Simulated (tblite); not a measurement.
A tight-binding relaxation on `[S@]1(CC[Se][CH]1)=O` [radical].

Computed with GFN2-xTB geometry optimisation, gas phase (tblite 0.8.0). Start geometry: from a force field or distance geometry. A driver script takes a list of jobs; this job's settings line and coordinates (Å) are shown.

Command:
```bash
OMP_NUM_THREADS=1 python probes_run.py task.json out
```

Input:
```
{"job": {"kind": "relax", "xc": "GFN2-xTB", "basis": "xTB"}, "charge": 0, "multiplicity": 2}
O      1.256900    -2.232500    -0.120800
S      0.686300    -0.969700    -0.809100
C      1.847900     0.376000    -0.749900
Se     0.677800     1.835300    -0.227300
C     -0.886800     0.887300     0.346600
C     -0.817800    -0.541300    -0.011500
H      2.624900     0.187800     0.003100
H     -1.765700     1.360900    -0.127400
H     -0.990700     1.015000     1.446600
H     -1.660100    -0.778100    -0.701600
H     -0.967400    -1.138100     0.925400
```

Output:
```
step      E/eV     max force
  0    -525.60900    5.172
  1    -526.15470    2.298
  2    -526.39416    1.670
  3    -526.55544    1.149
  4    -526.60823    0.874
  5    -526.68755    0.730
  6    -526.71778    0.557
  7    -526.75518    0.586
  8    -526.77997    0.474
  9    -526.80166    0.461
... (52 lines left out)
 62    -527.01539    0.060
 63    -527.01563    0.051
 64    -527.01582    0.033
 65    -527.01593    0.018
 66    -527.01598    0.016
 67    -527.01601    0.016
 68    -527.01604    0.017
 69    -527.01608    0.014
 70    -527.01610    0.011
 71    -527.01611    0.009
```

«max force» is the largest atomic force in eV/Å.

Q: From which step on does the largest force stay under 0.1 eV/Å, and how much energy is left to gain from there?

A: From step 54 (0.089 eV/Å), 5.1 meV above the end.

In short: energy lowered by 32.4 kcal/mol over 71 steps; largest atomic force 0.009 eV/Å at the end.

Q: Give the final coordinates.

A: 0.511 Å rms from the input after alignment:
```
atom  x, y, z in Å
O1     1.0888   -2.2669   -0.7583
S2     0.6184   -0.9085   -0.9980
C3     1.6600    0.2063   -0.0804
Se4    0.8305    1.8112    0.2621
C5    -0.9660    0.9372    0.2426
C6    -0.7836   -0.5538    0.1925
H7     2.7065    0.2350   -0.3408
H8    -1.4789    1.3105   -0.6459
H9    -1.5038    1.2712    1.1311
H10   -1.6731   -1.0573   -0.1809
H11   -0.4932   -0.9824    1.1500
```

Time: 0.35 s wall. Hardware: one thread, Arm Neoverse V2 (aarch64), no GPU, shared host with 96 logical CPUs at a one-minute load of 86.
Labels such as C1 count atoms from 1, the log's own numbers from 0.
